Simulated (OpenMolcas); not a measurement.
## O2+: from RASSCF to RASPT2

```
Program             : OpenMolcas 26.06
Basis               : ANO-RCC-VQZP [5s4p3d2f1g]
Scalar Hamiltonian  : DKH2, point nucleus
Active space        : 4 electrons in 9 orbitals (RAS2 2s 2p; RAS3 3d, at most 2 electrons)
State averaging     : 2S+1 = 3 even, 6 roots; 2S+1 = 1 even, 11 roots; 2S+1 = 5 odd, 1 root; 2S+1 = 3 odd, 9 roots; 2S+1 = 1 odd, 8 roots
Spin-orbit coupling : state interaction with AMFI integrals over the reference wave functions, term energies averaged over their components
```

Methods on the same reference wave functions:
A. RASSCF
B. SS-RASPT2, IPEA 0.25 Eh, imaginary shift 0.1 Eh (closed shells correlated: 1s)
C. MS-RASPT2, IPEA 0.25 Eh, imaginary shift 0.1 Eh (closed shells correlated: 1s)

Energies in eV above 2s2 2p2 3P0, the measured ground level; measured values from Moore, Selected Tables of Atomic Spectra, NSRDS-NBS 3, section 11.

```tsv
Level	A	B	C	Measured
2s2 2p2 3P0	0.0000	0.0000	0.0000	0.0000
2s2 2p2 3P1	0.0127	0.0127	0.0128	0.0140
2s2 2p2 3P2	0.0376	0.0376	0.0377	
2s2 2p2 1D2	2.7712	2.567	2.567	2.5136
2s2 2p2 1S0	5.7864	5.421	5.422	5.3543
2s 2p3 5S* 2	6.9891	7.323	7.323	7.4793
2s 2p3 3D* 1	15.0944	14.853	14.854	
2s 2p3 3D* 2	15.0945	14.853	14.854	
2s 2p3 3D* 3	15.0948	14.853	14.854	
2s 2p3 3P* 0	18.1810	17.690	17.691	
2s 2p3 3P* 1	18.1811	17.690	17.691	
2s 2p3 3P* 2	18.1812	17.690	17.691	
2s 2p3 1D* 2	23.8937	23.277	23.278	23.1917
2s 2p3 3S* 1	25.1374	24.570	24.571	24.4358
2s 2p3 1P* 1	27.2291	26.338	26.339	26.0939
```

Deviations, from unrounded energies. A percentage is the sum of absolute deviations over the sum of measured energies, with the sign that they share, or ± where signs differ.

```tsv
Against measurement	Levels	A	B	C
mean absolute deviation (cm-1)	7	4300	850	860
fine structure of the ground term (%)	1	-9.3	-9.2	-9.0
other terms of the ground configuration (%)	2	+8.8	+1.5	+1.5
other configurations (%)	4	±3.7	±0.8	±0.8
```

B, C lie about equally close to measurement and A furthest from it. The largest miss of B in the table is 2s 2p3 1P* 1, by +2000 cm-1. The ranking rests on the paired levels alone, and a cruder setting can come out closer through cancelling errors.

Between B and C the level of the table that moves most is 2s 2p3 3S* 1, by 6.3 cm-1 (lowest in B, highest in C). Moves below CASPT2's spread within the term are not significant.

The two smallest mean deviations differ by little beside CASPT2's spread within terms, so their order carries little weight.

From A to B the spin-free energies of the other terms of 2s2 2p2 shown, above 3P, scale by factors of 0.93 to 0.94.

The lowest spin-free term lies below A's lowest term by 0.042 hartree in B, 0.042 hartree in C.

Term energies are means over components that CASPT2 splits; among the terms shown or strongly mixed into the levels shown the widest spread is 27 cm-1 (2s 2p3 3D*, C). Active for correlation alone: 3d; no level in the range computed is led by a configuration that fills it, so any true level of that kind is missing. Computed and measured levels are paired by configuration, term and J; levels that our copy of the source lacks, or whose pairing is in doubt (as where it misses far off the trend of its configuration), stay unpaired and out of the deviations. Levels of configurations outside the active space are missing. Levels that lie high or do not pair safely by name in every column are left out.

* marks odd parity.
